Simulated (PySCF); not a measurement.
**How the method changes the constants of CeF⁺**

State: triplet, about 1.7 electrons in the 4f shell (Mulliken), real f orbitals that mix terms. Set-up: basis Ce x2c-SVPall, F x2c-SVPall; spin-free X2C with a Gaussian nucleus; PySCF 2.14. De refers to Ce⁺ (4f1 5d2) + F in their high-spin ground configurations, without counterpoise correction. The functionals are run spin-unrestricted. A positive dipole points towards F; it is taken about the centre of mass and depends on that origin. Levels whose curve was spin-contaminated or gave no clean fit are not listed.

```
 Level  Re (Å)  ωe (cm⁻¹)  De (eV)  μ (D)  CPU s a point (SCF and correlation, without the integrals)
   PBE   2.020        592     7.99  -4.12                                                          10
r²SCAN   2.009        595     7.65  -4.81                                                          17
  PBE0   2.000        599     7.14  -4.88                                                          11
M06-2X   2.005        526     6.76  -5.19                                                          16
B2PLYP   1.993        615     6.87  -4.98                                                         9.9
```

The bond length runs from 1.993 Å (B2PLYP) to 2.020 Å (PBE). De spans 6.76 eV (M06-2X, hybrid meta-GGA) to 7.99 eV (PBE, GGA).

Correlated steps freeze 19 core orbitals. These are scalar-relativistic numbers at best; spin–orbit coupling would shift them, the dissociation energy most. For an ion De counts to the pair picked by the measured ionisation energies or electron affinities, which need not be the lowest pair at this level. Counting both spins, an empty level lies below a filled one in some of these solutions, because spin and occupation are held. B2PLYP dipoles, levels and charges come from its SCF part alone. The state is the lowest single determinant that the PBE0 search found; with open d or f shells the true ground state can be another one.

The whole job (state search and all levels along the bond) took about 24 min on 2 threads of Arm Neoverse N1 (shared host), peak memory 3.2 GiB.
